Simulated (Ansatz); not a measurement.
Steps of a relaxation of `[NH2][AlH][SiH](F)[SiH3]` with RKS PBE0-D4/def2-TZVP.

```sh
$ ansatz run in.yaml --threads 4 --pin off --events-out ev --progress --plain --max-ram 10444MiB
```

```yaml
crystal:
  periodic: [false, false, false]
  atoms:
    - {symbol: N, position_ang: [-2.801482, 0.411693, -0.086317]}
    - {symbol: Al, position_ang: [-1.520087, -0.828468, 0.009137]}
    - {symbol: Si, position_ang: [0.588202, 0.063341, 0.913727]}
    - {symbol: F, position_ang: [0.277409, 1.646250, 1.324909]}
    - {symbol: Si, position_ang: [2.379441, 0.013191, -0.622819]}
    - {symbol: H, position_ang: [-3.752168, 0.295198, -0.445931]}
    - {symbol: H, position_ang: [-2.664880, 1.375045, 0.235563]}
    - {symbol: H, position_ang: [-1.811309, -2.311445, -0.518131]}
    - {symbol: H, position_ang: [1.079256, -0.642025, 2.160873]}
    - {symbol: H, position_ang: [3.641979, 0.630097, -0.079766]}
    - {symbol: H, position_ang: [2.652106, -1.433635, -0.958151]}
    - {symbol: H, position_ang: [2.008534, 0.725459, -1.898994]}
basis:
  gaussian: {orbitals: def2-TZVP}
hamiltonian: {xc: pbe0, dispersion: d4}
relax: {f_tol: 0.005, max_steps: 150}
```

Positions (Å) and forces (eV/Å) along the path, 10 of 15 steps:

```xyz
12
step=1 energy=-26664.0000 eV
N    -2.801    0.412   -0.086   -0.182    0.272    0.015
Al   -1.520   -0.828    0.009   -0.427    0.189   -0.087
Si    0.588    0.063    0.914   -0.019    0.789    0.348
F     0.277    1.646    1.325    0.255   -1.042   -0.224
Si    2.379    0.013   -0.623    0.158    0.013   -0.158
H    -3.752    0.295   -0.446    0.652    0.037    0.237
H    -2.665    1.375    0.236   -0.088   -0.677   -0.221
H    -1.811   -2.311   -0.518    0.055    0.195    0.080
H     1.079   -0.642    2.161   -0.133    0.205   -0.252
H     3.642    0.630   -0.080   -0.276   -0.136   -0.107
H     2.652   -1.434   -0.958   -0.070    0.316    0.086
H     2.009    0.725   -1.899    0.076   -0.160    0.284
12
step=2 energy=-26664.0414 eV
N    -2.816    0.406   -0.100    0.038    0.029    0.047
Al   -1.531   -0.812    0.015   -0.230    0.168   -0.058
Si    0.590    0.057    0.902    0.097    0.786    0.279
F     0.382    1.639    1.334   -0.008   -0.720   -0.173
Si    2.376    0.020   -0.620    0.026   -0.106   -0.078
H    -3.755    0.271   -0.451    0.171   -0.017    0.052
H    -2.698    1.359    0.221   -0.022   -0.174   -0.068
H    -1.804   -2.288   -0.500    0.020    0.017    0.023
H     1.063   -0.646    2.138   -0.048    0.001   -0.070
H     3.624    0.629   -0.076   -0.084   -0.027   -0.010
H     2.639   -1.415   -0.944    0.016    0.076   -0.012
H     2.007    0.724   -1.884    0.025   -0.034    0.067
12
step=4 energy=-26664.0545 eV
N    -2.818    0.408   -0.097    0.090   -0.008    0.036
Al   -1.527   -0.793    0.011   -0.039    0.037   -0.012
Si    0.600    0.068    0.897   -0.112    0.516    0.185
F     0.354    1.625    1.355    0.074   -0.441   -0.161
Si    2.379    0.012   -0.626   -0.003   -0.016    0.006
H    -3.752    0.260   -0.441   -0.048   -0.040   -0.027
H    -2.706    1.361    0.210   -0.004    0.036    0.007
H    -1.792   -2.271   -0.488   -0.007   -0.042   -0.010
H     1.056   -0.645    2.126    0.016   -0.056    0.008
H     3.618    0.621   -0.075    0.031    0.017    0.008
H     2.648   -1.415   -0.953    0.004   -0.027   -0.007
H     2.015    0.715   -1.885   -0.002    0.021   -0.031
12
step=5 energy=-26664.0580 eV
N    -2.819    0.406   -0.095    0.023    0.036    0.017
Al   -1.529   -0.794    0.008   -0.016    0.012    0.004
Si    0.596    0.073    0.899   -0.020    0.332    0.112
F     0.368    1.628    1.351    0.018   -0.290   -0.097
Si    2.379    0.013   -0.625   -0.007   -0.024   -0.001
H    -3.753    0.258   -0.442   -0.002   -0.024   -0.006
H    -2.708    1.360    0.211   -0.013   -0.008   -0.008
H    -1.795   -2.274   -0.489    0.004   -0.009   -0.003
H     1.054   -0.648    2.125   -0.001   -0.032   -0.006
H     3.619    0.622   -0.074    0.006    0.004    0.003
H     2.647   -1.416   -0.951    0.004   -0.004   -0.006
H     2.017    0.717   -1.885    0.004    0.006   -0.009
12
step=9 energy=-26664.0612 eV
N    -2.837    0.406   -0.096   -0.005   -0.023   -0.008
Al   -1.523   -0.767    0.015    0.000    0.015    0.004
Si    0.604    0.095    0.904    0.008   -0.001   -0.002
F     0.390    1.634    1.370   -0.002    0.010    0.004
Si    2.384    0.011   -0.625   -0.006   -0.003   -0.003
H    -3.762    0.214   -0.447    0.005    0.008    0.004
H    -2.766    1.367    0.198    0.001    0.003    0.002
H    -1.772   -2.252   -0.481   -0.001   -0.005   -0.002
H     1.060   -0.659    2.112   -0.003   -0.003    0.004
H     3.638    0.590   -0.075    0.001    0.000    0.002
H     2.621   -1.422   -0.958    0.001   -0.003   -0.002
H     2.039    0.728   -1.883    0.001    0.002   -0.003
12
step=10 energy=-26664.0612 eV
N    -2.841    0.403   -0.098    0.010    0.000    0.003
Al   -1.520   -0.761    0.017   -0.007   -0.005   -0.004
Si    0.608    0.099    0.907   -0.012   -0.004   -0.003
F     0.400    1.639    1.377    0.001    0.007    0.001
Si    2.383    0.010   -0.628    0.006   -0.003    0.009
H    -3.764    0.207   -0.450   -0.008    0.000   -0.003
H    -2.775    1.365    0.195   -0.002    0.009    0.002
H    -1.766   -2.247   -0.479    0.007   -0.005    0.000
H     1.057   -0.660    2.114    0.007    0.000   -0.002
H     3.639    0.583   -0.074    0.004    0.001   -0.003
H     2.614   -1.424   -0.962   -0.002   -0.003   -0.001
H     2.043    0.731   -1.885   -0.003    0.003    0.001
12
step=11 energy=-26664.0613 eV
N    -2.842    0.403   -0.098    0.005   -0.005    0.000
Al   -1.520   -0.761    0.017   -0.004    0.000   -0.001
Si    0.607    0.100    0.907    0.001   -0.001    0.001
F     0.401    1.640    1.377   -0.001    0.001   -0.001
Si    2.383    0.009   -0.626    0.000    0.001    0.001
H    -3.764    0.206   -0.451   -0.005    0.002   -0.001
H    -2.777    1.365    0.195    0.000    0.005    0.002
H    -1.764   -2.247   -0.479    0.004   -0.002    0.000
H     1.060   -0.658    2.113   -0.001    0.000    0.001
H     3.641    0.580   -0.075    0.002   -0.001    0.000
H     2.611   -1.424   -0.963   -0.002   -0.001   -0.001
H     2.042    0.732   -1.882    0.000    0.001   -0.002
12
step=12 energy=-26664.0613 eV
N    -2.842    0.402   -0.096    0.003    0.001    0.001
Al   -1.520   -0.763    0.020    0.003    0.003   -0.013
Si    0.607    0.102    0.907   -0.005   -0.004    0.000
F     0.398    1.642    1.372    0.001    0.006    0.003
Si    2.382    0.009   -0.627    0.000    0.000    0.002
H    -3.763    0.206   -0.454   -0.006   -0.002    0.001
H    -2.778    1.363    0.198    0.001    0.001    0.002
H    -1.759   -2.248   -0.482    0.000   -0.004    0.004
H     1.060   -0.653    2.116    0.002    0.000    0.002
H     3.642    0.572   -0.072    0.003    0.000    0.000
H     2.605   -1.425   -0.969   -0.002   -0.001   -0.001
H     2.045    0.738   -1.880   -0.002    0.001    0.000
12
step=14 energy=-26664.0613 eV
N    -2.843    0.401   -0.098   -0.002    0.001    0.000
Al   -1.518   -0.760    0.016    0.002   -0.002   -0.001
Si    0.607    0.105    0.908    0.001    0.003    0.000
F     0.401    1.645    1.374    0.000   -0.002    0.000
Si    2.382    0.008   -0.626    0.000    0.000    0.001
H    -3.765    0.202   -0.451   -0.001    0.000    0.000
H    -2.782    1.363    0.197    0.002   -0.001    0.001
H    -1.754   -2.247   -0.481    0.000    0.001    0.001
H     1.059   -0.652    2.116   -0.001    0.000    0.000
H     3.646    0.565   -0.073   -0.001   -0.001   -0.001
H     2.598   -1.426   -0.971   -0.001    0.001   -0.001
H     2.045    0.741   -1.877    0.001    0.000    0.000
12
step=15 energy=-26664.0614 eV
N    -2.844    0.399   -0.098   -0.004    0.003    0.000
Al   -1.517   -0.759    0.016    0.002   -0.002    0.001
Si    0.607    0.107    0.908    0.000    0.004    0.000
F     0.402    1.648    1.373    0.000   -0.003   -0.001
Si    2.382    0.008   -0.626    0.001   -0.001    0.001
H    -3.766    0.199   -0.451    0.001   -0.001    0.000
H    -2.783    1.361    0.197    0.002   -0.003    0.000
H    -1.750   -2.247   -0.482   -0.001    0.002    0.000
H     1.058   -0.649    2.118    0.000    0.000   -0.001
H     3.649    0.558   -0.073   -0.002   -0.001   -0.001
H     2.592   -1.426   -0.974    0.000    0.002    0.000
H     2.047    0.744   -1.875    0.001    0.000    0.001
```

It took 61 s on 4 threads of an Arm Neoverse V1 on a shared host, with 0.63 GiB of host memory at the peak.
